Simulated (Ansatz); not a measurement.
C$_{8}$H$_{4}$Ge (`C#[C][Ge]([C]#C)([C]#C)[C]#C`). The species carries charge 0 and has multiplicity 1. The geometry is a stationary point of PBE0-D4/def2-TZVP.

```xyz
13

C    -0.576    3.010    0.441
C    -0.353    1.840    0.270
Ge   -0.001    0.002    0.001
C    -0.564   -0.978    1.517
C    -0.922   -1.604    2.480
C     1.855   -0.253   -0.260
C     3.035   -0.416   -0.427
C    -0.940   -0.604   -1.524
C    -1.537   -0.991   -2.495
H    -0.773    4.047    0.592
H    -1.239   -2.159    3.334
H     4.081   -0.560   -0.575
H    -2.066   -1.334   -3.354
```

What is the dipole moment at PBE/def2-TZVPP? (An estimate is asked.)

Ansatz gave: 0.01 D, zero by symmetry or nearly so.

Give the Mulliken charges with PBE, B3LYP, r2SCAN in def2-TZVPP. (Estimate.)

The calculation gave: 
```
atom    PBE  B3LYP  r2SCAN
  C1  -0.04   0.00   -0.05
  C2  -0.27  -0.40   -0.29
 Ge3   0.41   0.56    0.41
  C4  -0.27  -0.40   -0.29
  C5  -0.04   0.00   -0.05
  C6  -0.27  -0.40   -0.29
  C7  -0.04   0.00   -0.05
  C8  -0.27  -0.40   -0.29
  C9  -0.04   0.00   -0.05
 H10   0.21   0.26    0.23
 H11   0.21   0.26    0.23
 H12   0.21   0.26    0.23
 H13   0.21   0.26    0.23
```

B3LYP here is the variant with VWN-RPA as its local correlation; programs differ in this.
